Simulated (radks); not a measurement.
The numbers below are computed, except where a source is named.
Question: Species: Pb61+. Configuration: [Ar] 3d3. Code: a radial shooting solver on a logarithmic mesh with Libxc functionals. Model: Dirac Kohn-Sham, exchange-only PBE, spin-unpolarised, spherical densities, finite nucleus; open shells fill j = l - 1/2 first; Fermi nuclear charge, rms radius 5.5012 fm. Some entries of the table are withheld. Estimate them.

orbital,occ.,eigenvalue (hartree),<r^2> (bohr^2)
1s1/2,2,-3395.342,0.0003575
2s1/2,2,(1),0.005295
2p1/2,2,-716.4591,0.003721
2p3/2,4,-635.0300,0.004864
3s1/2,2,-281.2520,0.03136
3p1/2,2,(2),0.02809
3p3/2,4,(3),0.03307
3d3/2,3,-239.7769,0.02436
3d5/2,0,-235.1534,0.02566

Answer: 
(1) 2s1/2 eigenvalue (hartree): -737.7780
(2) 3p1/2 eigenvalue (hartree): -272.7083
(3) 3p3/2 eigenvalue (hartree): -252.1081
